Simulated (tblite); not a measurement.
Species: C₃H₁₀BNOP (doublet state).
Atom-mapped SMILES: `[CH3:1][O:2][B:3]([PH:4])[N:5]([CH3:6])[CH3:7]` (hydrogens: H8, H9, H10 on C1; H11 on P4; H12, H13, H14 on C6; H15, H16, H17 on C7)

Computed with GFN2-xTB (tblite), gas phase: L-BFGS steps from a force-field or distance-geometry start until the largest atomic force falls under 0.01 eV/Å.

Geometry at step 4:
```
atom  x, y, z in Å
C1      2.4672   -0.4657   -0.1373
O2      1.0836   -0.4344   -0.1955
B3      0.3101    0.6730   -0.1640
P4      0.9226    2.3661   -0.7135
N5     -1.0739    0.3621    0.2278
C6     -1.7636   -0.1559   -0.9319
C7     -1.1492   -0.6068    1.2986
H8      2.8841   -1.4071   -0.5072
H9      2.7047   -0.3642    0.9141
H10     2.8831    0.3768   -0.6784
H11    -0.0189    3.2004   -0.1459
H12    -2.7229   -0.5810   -0.6457
H13    -1.1361   -0.9391   -1.3597
H14    -1.9121    0.6047   -1.6874
H15    -0.2176   -0.6380    1.8498
H16    -1.9543   -0.3909    2.0026
H17    -1.3140   -1.5880    0.8638
```

**Question.** Give the atomic forces at this geometry.

**Answer.** 
```csv
atom,Fx (eV/Å),Fy (eV/Å),Fz (eV/Å)
C1,0.347,0.096,0.132
O2,-0.573,-0.049,-0.046
B3,0.255,-0.237,0.141
P4,0.351,0.315,-0.237
N5,-0.038,0.382,-0.048
C6,-0.317,-0.116,-0.197
C7,0.004,-0.326,0.256
H8,-0.322,0.065,-0.098
H9,0.543,-0.012,0.378
H10,0.317,0.212,-0.216
H11,-0.213,-0.212,0.079
H12,-0.134,0.105,-0.008
H13,-0.171,-0.350,-0.346
H14,-0.014,0.302,-0.049
H15,0.113,0.050,0.205
H16,-0.138,0.187,-0.143
H17,-0.010,-0.413,0.197
```

The largest, 0.66 eV/Å, acts on H9; the rms over all components is 0.241 eV/Å. The forces sum to zero within rounding, as they must for an isolated molecule in no field.

**Question.** Give the force on H9 in Eh/bohr and in nN.

**Answer.** 0.662 eV/Å ÷ 51.422 = 0.01287 Eh/bohr, and 0.662 eV/Å × 1.602 = 1.06 nN.

**Question.** How far is this geometry from the end of the optimisation?

**Answer.** 0.955 eV above it, and 0.854 Å rms away after alignment. The bonds farthest from their final lengths, with half the difference of the two atoms' forces along the bond (positive lengthens):

```tsv
bond	now (Å)	final (Å)	force along bond (eV/Å)
B3–N5	1.472	1.407	+0.05
B3–P4	1.882	1.941	+0.32
C1–O2	1.385	1.401	+0.46
C1–H10	1.084	1.096	+0.13
C1–H9	1.083	1.093	+0.14
O2–B3	1.351	1.361	-0.31
```

The angle farthest from its final value is B3–N5–C6, 108.1° against 126.4°.

Of the 6 listed bonds off by 0.010 Å or more, this force points towards the final length in 4.

What follows is the cost of the whole relaxation. Time: 1.2 s wall. Hardware: one thread of an AMD EPYC, on a shared host.
